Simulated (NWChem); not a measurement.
System: ZnH2; SMILES [ZnH2]

Parts of the log:

```
             Northwest Computational Chemistry Package (NWChem) 7.3.0
             --------------------------------------------------------

 ORDER OF PRIMARY AXIS IS BEING SET TO 4
 D4H symmetry detected

                             Geometry "geometry" -> ""
                             -------------------------

 Output coordinates in angstroms (scale by  1.889725989 to convert to a.u.)

  No.       Tag          Charge          X              Y              Z
 ---- ---------------- ---------- -------------- -------------- --------------
    1 Zn                  30.0000     0.00000000     0.00000000     0.00000000
    2 H                    1.0000     0.00000000     0.00000000    -1.54112300
    3 H                    1.0000     0.00000000     0.00000000     1.54112300

 Effective nuclear repulsion energy (a.u.)      20.7739574093

      Symmetry information
      --------------------

 Group name             D4h
 Group number             28
 Group order              16
 No. of unique centers     2

  pbe96 is a nonlocal functional; adding pw91lda local functional.

                                 NWChem DFT Module
                                 -----------------

 Summary of "ao basis" -> "ao basis" (spherical)
 ------------------------------------------------------------------------------
       Tag                 Description            Shells   Functions and Types
 ---------------- ------------------------------  ------  ---------------------
 Zn                        def2-svpd                12       34   5s4p2d1f
 H                         def2-svpd                 4        8   2s2p

      Symmetry analysis of basis
      --------------------------

        a1g        11
        a1u         0
        a2g         0
        a2u         9
        b1g         2
        b1u         1
        b2g         2
        b2u         1
        eg          8
        eu         16

  itol2e modified to match energy
  convergence criterion.
  tol_rho modified to match energy
  convergence criterion.

            General Information
            -------------------
          SCF calculation type: DFT
          Wavefunction type:  closed shell.
          No. of atoms     :     3
          No. of electrons :    32
           Alpha electrons :    16
            Beta electrons :    16
          Charge           :     0
          Spin multiplicity:     1
          Use of symmetry is: on ; symmetry adaption is: on
          Maximum number of iterations: 150
          AO basis - number of functions:    50
                     number of shells:    20
          Convergence on energy requested:  1.00D-09
          Convergence on density requested:  1.00D-08
          Convergence on gradient requested:  1.00D-07

              XC Information
              --------------
          PerdewBurkeErnzerhof Exchange Functional  1.000
            Perdew 1991 LDA Correlation Functional  1.000 local
           PerdewBurkeErnz. Correlation Functional  1.000 non-local

             Grid Information
             ----------------
          Grid used for XC integration:  medium
          Radial quadrature: Mura-Knowles
          Angular quadrature: Lebedev.
          Tag              B.-S. Rad. Rad. Pts. Rad. Cut. Ang. Pts.
          ---              ---------- --------- --------- ---------
          Zn                  1.35      112           8.0       590
          H                   0.35       45          10.0       434
          Grid pruning is: on
          Number of quadrature shells:   157
          Spatial weights used:  Erf1

      Superposition of Atomic Density Guess
      -------------------------------------

 Sum of atomic energies:       -1778.56016643

      Non-variational initial energy
      ------------------------------

 Total energy =   -1778.666624
 1-e energy   =   -2526.152657
 2-e energy   =     726.712076
 HOMO         =      -0.308875
 LUMO         =       0.041482

      Symmetry analysis of molecular orbitals - initial
      -------------------------------------------------

 !! scf_movecs_sym_adapt:    6 vectors were symmetry contaminated

  Symmetry fudging

 !! scf_movecs_sym_adapt:    4 vectors were symmetry contaminated

  Numbering of irreducible representations:

     1 a1g         2 a1u         3 a2g         4 a2u         5 b1g
     6 b1u         7 b2g         8 b2u         9 eg         10 eu

  Orbital symmetries:

     1 a1g         2 a1g         3 a2u         4 eu          5 eu
     6 a1g         7 a2u         8 eu          9 eu         10 a1g
    11 eg         12 eg         13 b1g        14 b2g        15 a1g
    16 a2u        17 eu         18 eu         19 a1g        20 a2u
    21 a1g        22 eg         23 eg         24 eu         25 eu
    26 a2u

   convergence    iter        energy       DeltaE   RMS-Dens  Diis-err
 ---------------- ----- ----------------- --------- --------- ---------
 d= 0,ls=0.0,diis     1  -1780.0088008785 -1.80D+03  2.33D-02  8.93D-02
 d= 0,ls=0.0,diis     2  -1780.0182634940 -9.46D-03  3.54D-03  1.44D-01
 d= 0,ls=0.0,diis     3  -1780.0258537472 -7.59D-03  2.38D-03  8.92D-03
 d= 0,ls=0.0,diis     4  -1780.0265008076 -6.47D-04  7.49D-04  5.88D-04
 d= 0,ls=0.0,diis     5  -1780.0265740673 -7.33D-05  4.05D-05  1.41D-06
 d= 0,ls=0.0,diis     6  -1780.0265744141 -3.47D-07  4.42D-06  2.84D-08
 d= 0,ls=0.0,diis     7  -1780.0265744184 -4.28D-09  2.00D-07  7.00D-12
 d= 0,ls=0.0,diis     8  -1780.0265744184  2.50D-12  4.42D-09  1.99D-14

[...]

                         DFT ENERGY GRADIENTS

    atom               coordinates                        gradient
                 x          y          z           x          y          z
   1 Zn      0.000000   0.000000   0.000000    0.000000   0.000000  -0.000000
   2 H       0.000000   0.000000  -2.912300    0.000000   0.000000   0.001078
   3 H       0.000000   0.000000   2.912300    0.000000   0.000000  -0.001078
```

Level: PBE/def2-SVPD. Geometry: optimised at B3LYP/6-31G* (spherical d).

**Question.** Reconstruct the input file.

**Answer.** This is not unique; one that fits is the input that was run:
```
start job
memory heap 200 mb stack 900 mb global 1100 mb
geometry units angstroms noautoz
  Zn     0.000000     0.000000     0.000000
  H      0.000000     0.000000    -1.541123
  H      0.000000     0.000000     1.541123
end
basis spherical
  Zn library def2-svpd
  H library def2-svpd
end
dft
  xc xpbe96 cpbe96
  iterations 150
  convergence energy 1d-9 density 1d-8 gradient 1d-7
  tolerances tight
end
task dft gradient
```
